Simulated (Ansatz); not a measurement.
Name a neutral molecule of C, Cl, Ge, N and H with HOMO energy (PBE0/def2-TZVPP) between -7.75 and -7.45 eV and ideal-gas entropy at 298 K and 1 bar (rigid rotor, harmonic PBE0-D4/def2-TZVP) between 371 and 387 J/(mol·K) (Ansatz, PBE0-D4/def2-TZVP geometry).

`C[NH][GeH]([Cl])[Cl]` (-7.50 eV, 377 J/(mol·K)). Other molecules can fit too; these were computed, each in one conformer that needn't be the lowest.
